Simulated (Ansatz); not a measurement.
A geometry relaxed with B3LYP-D3(BJ)/def2-TZVPD in Ansatz (a quantum-chemistry and plane-wave program), charge -1, multiplicity 1:

```xyz
14

H     -0.6377     1.4009     1.4190
H     -0.2729     2.4609     0.0449
C     -0.9336    -1.4715     0.1024
Si    -0.0696     0.0569    -0.6768
C      1.7424    -0.0909    -0.0567
H     -0.5387    -2.3937    -0.3361
H     -0.7980    -1.5271     1.1892
C     -0.7693     1.5301     0.3381
H      1.8113    -0.1822     1.0340
H     -1.8390     1.6523     0.1390
O     -0.2295     0.1877    -2.2313
H      2.2240    -0.9679    -0.5014
H     -2.0085    -1.4445    -0.1042
H      2.3191     0.7889    -0.3602
```

Q: Write the SMILES of this molecule.

A: `C[Si](C)(C)[O-]`
